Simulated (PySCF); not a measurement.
SMILES F[Si](Cl)(Cl)Br (BrCl2FSi), B3LYP/def2-SVP optimised geometry.

```
5

F     -1.16    -1.67    -1.35
Si    -0.66    -0.96     0.00
Cl     1.38    -0.96     0.00
Cl    -1.38     0.96     0.00
Br    -1.45    -2.09     1.71
```

Density from B3LYP/def2-TZVP (PySCF 2.14.0) at that geometry.

Minimum of the electron density along straight lines between bonded atoms, close to the bond critical point (lines longer than 1.1 times the sum of covalent radii, or with two minima, are not listed):

```tsv
bond	length / Å	ρ at the minimum / e bohr⁻³	∇²ρ there / e bohr⁻⁵	position (fraction from the first atom)
F1–Si2	1.609	[?]	0.93	0.58
Si2–Cl3	2.043	0.106	0.20	0.36
Si2–Cl4	2.043	0.106	0.20	0.36
Si2–Br5	2.202	[?]	[?]	0.35
```

Q: What belongs in the gaps?

A: 
- F1–Si2, ρ at the minimum / e bohr⁻³: 0.138
- Si2–Br5, ρ at the minimum / e bohr⁻³: 0.098
- Si2–Br5, ∇²ρ there / e bohr⁻⁵: 0.04
